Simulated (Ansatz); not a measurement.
Coupled-cluster diagnostics for (ClBe-mu-Cl)2 (Be₂Cl₄), Ansatz.

Geometry of the singlet (PBE0-D4/def2-SVP):

```xyz
6

Be   -0.4338   -0.1718   -1.2287
Cl   -1.0413   -0.4139   -2.9441
Cl    1.1222   -1.0337   -0.2516
Be    0.4343    0.1724    1.2284
Cl    1.0391    0.4112    2.9453
Cl   -1.1205    1.0358    0.2507
```

Correlated methods freeze 20 core orbitals.

Problem. Estimate the CCSD(T) correlation energy, the shares of MP2 and (T), T1 and the reference's ⟨S²⟩ for: charge 0, singlet, own geometry in def2-TZVPP; and the rough time on 4 threads of Intel Xeon on a shared host.

Solution. 
```csv
state,basis,correlation (eV),MP2 share (%),(T) share (%),T1,⟨S²⟩ (pure),wall time
"charge 0, singlet, own geometry",def2-TZVPP,-27.255,89.3,3.8,0.007,0.00 (0.00),40 s
```
Customary marks for T1 are 0.02 (closed shells), 0.045 (open shells) and about 0.05 (3d metals). T1 stays under 0.02 throughout.
